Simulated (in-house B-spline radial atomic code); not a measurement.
K. Computed with a B-spline radial atomic code. Model: all-electron spherical atom, spin shells full or empty, radial basis limit, no spin-orbit coupling: exact exchange with a local potential (Slater, KLI or optimised effective potential, whose far tail is KLI's), no correlation.

Empty minority-spin level lies below the highest occupied level: each spin potential is zero at infinity, spin occupations fixed.

The run also made RPA and GW results, which its time includes.

The Slater potential averages the orbital exchange potentials with the orbital densities as weights, KLI adds orbital constants, and the optimised effective potential minimises the exact-exchange energy among local potentials. So their energies lie above Hartree-Fock in the order OEP, KLI, Slater. All fall off as −1/r, unlike LDA and GGA exchange.

Command:
```bash
python run_gw.py task.json out
```
Settings (nuclear radius in fm, other lengths in bohr, energies in hartree):
```
Z                      19
electrons              19
configuration          [Ar] 4s1
hamiltonian            x2c
method                 oep
lmax                   9
rms_radius             3.4349
spin_polarised         True
box_radius             40
intervals              109
ion_configuration      [Ne] 3s2 3p6
```

Run time, properties included: 18 s on 1 thread of Arm Neoverse N1, on a shared host.

Given: hamiltonian one-electron scalar X2C; mean-field start exchange-only OEP.

Computed: energy above Hartree-Fock 5.8474 millihartree.

```csv
radius (bohr),r times exchange potential up (hartree bohr),r times exchange potential down (hartree bohr)
0.00263,-0.040245,-0.040815
0.00331,-0.05059,-0.051307
0.00415,?,?
0.00521,-0.079261,-0.080391
0.00655,-0.099216,-0.10064
0.00822,-0.12369,-0.12547
0.0103,-0.15349,-0.15573
0.013,-0.19084,-0.19367
0.0163,-0.23424,-0.23778
0.0205,-0.2855,-0.28996
0.0257,-0.34248,-0.34808
0.0323,-0.40423,-0.41126
0.0405,-0.46479,-0.47363
0.0509,?,?
0.064,-0.5494,-0.56343
0.0803,-0.54351,-0.5612
0.101,-0.49204,-0.51444
0.127,-0.46158,-0.48981
0.159,-0.56571,-0.6008
0.2,-0.73746,-0.78138
0.251,-0.87111,-0.92624
0.315,-0.94833,-1.0176
0.396,-0.94106,-1.0285
0.497,-0.79298,-0.90326
0.625,-0.50503,-0.6426
0.785,-0.67152,-0.84162
0.985,-0.91314,-1.1291
1.24,-1.0119,-1.2837
1.55,-1.0134,-1.3514
1.95,-0.90366,-1.3331
2.45,-0.68679,-1.2586
3.08,-0.59991,-1.1743
3.87,-0.79282,-1.1084
4.86,-0.89332,-1.0649
6.1,-0.95111,-1.0386
7.66,-0.98395,-1.0227
9.62,-0.99654,-1.0132
```

**Question.** What belongs in the row 0.00415?

**Answer.** r times exchange potential up (hartree bohr): -0.063314; r times exchange potential down (hartree bohr): -0.064214.

**Question.** What belongs in the row 0.0509?

**Answer.** r times exchange potential up (hartree bohr): -0.51752; r times exchange potential down (hartree bohr): -0.52865.

| occupied | level (hartree) | Hartree-Fock level (hartree) |
| --- | --- | --- |
| 1s up | -129.49 | -134.14 |
| 1s down | -129.71 | -134.14 |
| 2s up | -13.143 | -14.602 |
| 2s down | ? | ? |
| 2p up | ? | ? |
| 2p down | -10.638 | -11.524 |
| 3s up | -1.3449 | -1.7634 |
| 3s down | -1.564 | -1.7584 |
| 3p up | -0.73387 | -0.95392 |
| 3p down | -0.95217 | -0.95225 |
| 4s up | -0.14828 | -0.1482 |

**Question.** What belongs in the row 2s down?

**Answer.** level (hartree): -13.363; Hartree-Fock level (hartree): -14.6.

**Question.** What belongs in the row 2p up?

**Answer.** level (hartree): -10.418; Hartree-Fock level (hartree): -11.525.

| empty | level (hartree) |
| --- | --- |
| 4s down | -0.23591 |
| 3d down | -0.16457 |
| 4p down | -0.14026 |
| 4p up | -0.096653 |
| 5s down | ? |
| 5s up | -0.061318 |
| 3d up | -0.059343 |
| 5p down | -0.055051 |

**Question.** What belongs in the row 5s down?

**Answer.** level (hartree): -0.075602.

The highest level, 4s up, differs from Hartree-Fock by -0.0021 eV and the deepest, 1s down, by +120 eV: a local potential can match the highest level but can't give each shell its own exchange.
